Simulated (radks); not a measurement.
Task: Species: Nd2+. Configuration: [Xe] 4f4. Calculated with a radial shooting solver on a logarithmic mesh with Libxc functionals: scalar-relativistic Kohn-Sham, r2SCAN, spin-polarised, spherical densities, finite nucleus; open shells are filled with parallel spins first (spin-orbit coupling, left out, can overturn this in heavy ions); meta-GGA in the generalised Kohn-Sham scheme; Fermi nuclear charge, rms radius 4.9123 fm. Some entries of the table are withheld. Estimate them.

orbital,occ.,eigenvalue (Ry),<r> (bohr)
1s up,1,-3195.714,0.02363
1s down,1,-3195.714,0.02363
2s down,1,-519.1118,0.1009
2s up,1,-519.1100,0.1009
2p down,3,-463.9107,0.08880
2p up,3,-463.9097,0.08881
3s up,1,-113.9157,0.2659
3s down,1,-113.8175,0.2658
3p up,3,-96.40948,0.2642
3p down,3,-96.31090,0.2641
3d up,5,-72.12721,0.2418
3d down,5,-72.04959,0.2416
4s up,1,-23.74025,0.6080
4s down,1,-23.46328,0.6076
4p up,3,-17.98049,0.6437
4p down,3,-17.69744,0.6433
4d up,5,-9.76443,0.7081
4d down,5,-9.47291,0.7081
5s up,1,-4.06784,1.468
5s down,1,-3.90272,1.494
5p up,3,-2.66292,1.698
5p down,3,-2.53999,1.732
4f up,4,(1),1.061
5d up,0,-0.98196,2.529
6s up,0,-0.92537,3.703
5d down,0,-0.89463,2.566
4f down,0,(2),1.124
6p up,0,-0.65569,4.580

Result: 
(1) 4f up eigenvalue (Ry): -1.12150
(2) 4f down eigenvalue (Ry): -0.86033
